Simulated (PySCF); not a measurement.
3'-hydroxyacetophenone (SMILES CC(=O)c1cccc(O)c1)

Geometry:
| atom | x (Å) | y (Å) | z (Å) |
| --- | --- | --- | --- |
| C1 | 2.664 | -0.972 | 0.182 |
| C2 | 2.050 | 0.406 | 0.120 |
| O3 | 2.742 | 1.399 | 0.173 |
| C4 | 0.562 | 0.520 | -0.008 |
| C5 | 0.003 | 1.802 | -0.051 |
| C6 | -1.376 | 1.950 | -0.169 |
| C7 | -2.206 | 0.835 | -0.247 |
| C8 | -1.654 | -0.450 | -0.206 |
| O9 | -2.499 | -1.499 | -0.285 |
| C10 | -0.271 | -0.603 | -0.086 |
| H11 | 3.752 | -0.868 | 0.277 |
| H12 | 2.430 | -1.547 | -0.727 |
| H13 | 2.273 | -1.538 | 1.040 |
| H14 | 0.674 | 2.659 | 0.011 |
| H15 | -1.817 | 2.949 | -0.202 |
| H16 | -3.289 | 0.935 | -0.340 |
| H17 | -1.996 | -2.319 | -0.248 |
| H18 | 0.150 | -1.611 | -0.054 |

Theory: TDDFT CAM-B3LYP/aug-cc-pVDZ excited states, vertical, gas phase (PySCF 2.14.0). Geometry: PBE0-D3(BJ)/def2-SVP.

Task: Give the one- and two-photon strengths of the lowest singlets.

Result: δ for parallel linear polarisation; σ at the peak of a Lorentzian of half width 0.1 eV, single beam; Ω is circular over linear.
| state | E (eV) | f | photon λ (nm) | δ (au) | σ (GM) | Ω | main |
| --- | --- | --- | --- | --- | --- | --- | --- |
| S1 | 3.97 | 0.000 | 625 | <0.1 | 0.00 | – | HOMO−1→LUMO 0.88 |
| S2 | 4.50 | 0.072 | 551 | 66.1 | 0.49 | 1.27 | HOMO→LUMO 0.88 |
| S3 | 5.34 | 0.099 | 464 | 144 | 1.50 | 1.03 | HOMO−2→LUMO 0.65, HOMO→LUMO+4 0.24 |
| S4 | 5.55 | 0.000 | 447 | 3.05 | 0.03 | 1.50 | HOMO→LUMO+1 0.85 |
| S5 | 6.20 | 0.481 | 400 | 75.9 | 1.07 | 0.56 | HOMO→LUMO+4 0.60, HOMO−2→LUMO 0.28 |
| S6 | 6.32 | 0.000 | 392 | 18 | 0.26 | 1.50 | HOMO→LUMO+2 0.69, HOMO→LUMO+3 0.17 |

Among these, the strongest one-photon state is S5, the strongest two-photon state S3, with a dipole change of 2.5 D (relaxed, norm of the difference vector).
